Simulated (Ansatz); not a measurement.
Relaxation of ClH3O2Si (7 atoms, charge 0, multiplicity 1), to a largest force component of 0.03 eV/Å in at most 50 steps.

Level of theory: RKS B3LYP-D4/def2-SVP (Ansatz 0.2.0).

```xyz
7
Properties=species:S:1:pos:R:3
Si -0.909 0.058 0.567
H 1.515 0.168 1.648
Cl 2.416 -0.106 0.702
O -1.153 1.345 -0.456
H -1.331 1.126 -1.383
O -1.138 -1.196 -0.526
H -1.050 -2.091 -0.170
```

Where does it end, and by what steps?

The forces met the threshold. The force dipped under the threshold on the way, but the program's further checks kept it going. After 31 steps the energy has fallen by 0.053 eV; Cl3 moved furthest, 1.20 Å.

| step | energy less start (eV) | largest force component (eV/Å) | accepted |
| --- | --- | --- | --- |
| 0 | 0.0000 | 0.737 | yes |
| 2 | -0.0305 | 0.205 | yes |
| 4 | -0.0326 | 0.185 | yes |
| 6 | -0.0357 | 0.068 | yes |
| 8 | -0.0376 | 0.178 | yes |
| 10 | -0.0380 | 0.225 | yes |
| 12 | -0.0415 | 0.187 | yes |
| 14 | -0.0439 | 0.176 | yes |
| 16 | -0.0473 | 0.112 | yes |
| 18 | -0.0485 | 0.043 | yes |
| 20 | -0.0492 | 0.013 | yes |
| 22 | -0.0505 | 0.155 | yes |
| 24 | -0.0522 | 0.110 | yes |
| 26 | -0.0529 | 0.071 | yes |
| 28 | -0.0531 | 0.046 | yes |
| 30 | -0.0531 | 0.028 | no |
| 31 | -0.0532 | 0.015 | yes |

```xyz
7
Properties=species:S:1:pos:R:3
Si -0.429 0.132 -0.060
H 1.822 0.082 1.163
Cl 2.928 -0.237 1.778
O -1.324 1.380 -0.686
H -2.159 1.165 -1.132
O -1.400 -1.171 -0.471
H -1.088 -2.048 -0.210
```

Whether the end is a true minimum wasn't checked by a vibrational analysis.

Run time: 84 s on 1 thread of Arm Neoverse V1, on a shared host, peak memory 0.17 GiB.
